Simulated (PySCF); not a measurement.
**Computed vibrations of [Dy(NH3)3]3+**

[Dy(NH3)3]3+ (singlet in the valence; each metal's 4f electrons, 9 of them, lie in its core potential, out of spins and levels). PySCF 2.14.0, RKS PBE, Dy lcecp-1-SVP with ECP55, N def2-SVP, H def2-SVP; non-relativistic Hamiltonian with scalar-relativistic core potentials where named; density fitting; no spin-orbit coupling. Central differences of gradients.

```xyz
13

Dy    0.0000    0.0000    0.0000
N     2.4126    0.0012    0.0000
H     2.8677   -0.4721    0.8156
H     2.8677   -0.4721   -0.8156
H     2.8682    0.9432    0.0000
N    -1.2073    2.0887    0.0000
H    -1.0250    2.7195    0.8156
H    -1.0250    2.7195   -0.8156
H    -2.2509    2.0123    0.0000
N    -1.2052   -2.0900    0.0000
H    -1.8427   -2.2475    0.8156
H    -1.8427   -2.2475   -0.8156
H    -0.6172   -2.9555    0.0000
```

Run from Python with OMP_NUM_THREADS=2. Where DIIS fails, smearing, a level shift and second-order steps follow.
It took 4.8 min on 2 threads of AMD EPYC (Zen 3), with other jobs on the host.

What are the harmonic wavenumbers and infrared intensities?

Modes are labelled in C3h; negative numbers are unstable modes, those under 60 cm⁻¹ near the noise; a finer grid moves soft modes by up to 10 cm⁻¹.
```json
{"cm⁻¹": "-49", "km/mol": "–", "symmetry": "a''"}
{"cm⁻¹": "-46", "km/mol": "–", "symmetry": "e''"}
{"cm⁻¹": "-46", "km/mol": "–", "symmetry": "e''"}
{"cm⁻¹": "-44", "km/mol": "–", "symmetry": "a''"}
{"cm⁻¹": "84", "km/mol": "10.2", "symmetry": "e'"}
{"cm⁻¹": "84", "km/mol": "10.2", "symmetry": "e'"}
{"cm⁻¹": "348", "km/mol": "0.0", "symmetry": "a'"}
{"cm⁻¹": "357", "km/mol": "6.5", "symmetry": "e'"}
{"cm⁻¹": "357", "km/mol": "6.5", "symmetry": "e'"}
{"cm⁻¹": "626", "km/mol": "0.0", "symmetry": "a'"}
{"cm⁻¹": "640", "km/mol": "0.0", "symmetry": "e''"}
{"cm⁻¹": "640", "km/mol": "0.0", "symmetry": "e''"}
{"cm⁻¹": "654", "km/mol": "203.5", "symmetry": "a''"}
{"cm⁻¹": "669", "km/mol": "79.6", "symmetry": "e'"}
{"cm⁻¹": "669", "km/mol": "79.6", "symmetry": "e'"}
{"cm⁻¹": "1371", "km/mol": "176.8", "symmetry": "e'"}
{"cm⁻¹": "1371", "km/mol": "176.8", "symmetry": "e'"}
{"cm⁻¹": "1373", "km/mol": "0.0", "symmetry": "a'"}
{"cm⁻¹": "1556", "km/mol": "140.6", "symmetry": "a''"}
{"cm⁻¹": "1556", "km/mol": "73.4", "symmetry": "e'"}
{"cm⁻¹": "1556", "km/mol": "73.4", "symmetry": "e'"}
{"cm⁻¹": "1558", "km/mol": "0.0", "symmetry": "a'"}
{"cm⁻¹": "1559", "km/mol": "0.0", "symmetry": "e''"}
{"cm⁻¹": "1559", "km/mol": "0.0", "symmetry": "e''"}
{"cm⁻¹": "3232", "km/mol": "367.2", "symmetry": "e'"}
{"cm⁻¹": "3232", "km/mol": "367.2", "symmetry": "e'"}
{"cm⁻¹": "3242", "km/mol": "0.0", "symmetry": "a'"}
{"cm⁻¹": "3294", "km/mol": "0.0", "symmetry": "e''"}
{"cm⁻¹": "3294", "km/mol": "0.0", "symmetry": "e''"}
{"cm⁻¹": "3295", "km/mol": "472.9", "symmetry": "a''"}
{"cm⁻¹": "3301", "km/mol": "0.0", "symmetry": "a'"}
{"cm⁻¹": "3302", "km/mol": "229.2", "symmetry": "e'"}
{"cm⁻¹": "3302", "km/mol": "229.2", "symmetry": "e'"}
```

Is this a minimum?

Probably not: 4 unstable, though so soft as to be near the noise; the lowest moves the atoms so:
```
Dy   0.00  0.00  0.03
N    0.00  0.00 -0.10
H    0.04  0.26  0.03
H   -0.04 -0.26  0.03
H    0.00  0.00 -0.43
N    0.00  0.00 -0.10
H   -0.25 -0.10  0.03
H    0.25  0.10  0.03
H    0.00  0.00 -0.43
N    0.00  0.00 -0.10
H    0.21 -0.17  0.03
H   -0.21  0.17  0.03
H    0.00  0.00 -0.43
```

An lcecp potential fixes the number of 4f electrons, so in runs with it no electron can move into or out of that shell.
